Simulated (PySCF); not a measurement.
Gas-phase reaction: MoO₂Cl₂ + 2 H + 2 O = MoO₂(OH)₂ + Cl₂

Computed with PySCF and rigid-rotor harmonic-oscillator thermochemistry at 1 bar. † marks an energy on the PBE0/def2-TZVP geometry and frequencies; other levels use their own. MP2 and CCSD(T) freeze the core. Open shells (unrestricted): H (multiplicity 2), O (multiplicity 3); the rest are closed-shell singlets. Spin-orbit splitting is ignored; it lowers the true energy and changes the entropy of O. Mo: scalar-relativistic def2 core potential, no spin-orbit coupling. MP2 isn't extrapolated to the basis-set limit. CCSD(T) isn't extrapolated to the basis-set limit. Warning, large T1 diagnostic: MoO₂(OH)₂, MoO₂Cl₂ (CCSD(T)/def2-TZVPP†).

```csv
level,"ΔH°(298 K), kJ"
CCSD(T)/def2-TZVPP†,(withheld)
M06-2X/def2-TZVP†,(withheld)
MP2/def2-SVP†,-1034
MP2/def2-TZVPP†,-1136
PBE/def2-SVP,(withheld)
PBE/def2-TZVP†,(withheld)
PBE0/def2-SVP†,-1121
PBE0/def2-TZVP,-1141
ωB97M-V/def2-TZVP†,-1173
ωB97X-V/def2-TZVP†,-1166
```

**Question.** Complete the blanks.

**Answer.** 
- CCSD(T)/def2-TZVPP†, ΔH°(298 K), kJ: -1125
- M06-2X/def2-TZVP†, ΔH°(298 K), kJ: -1170
- PBE/def2-SVP, ΔH°(298 K), kJ: -1207
- PBE/def2-TZVP†, ΔH°(298 K), kJ: -1216
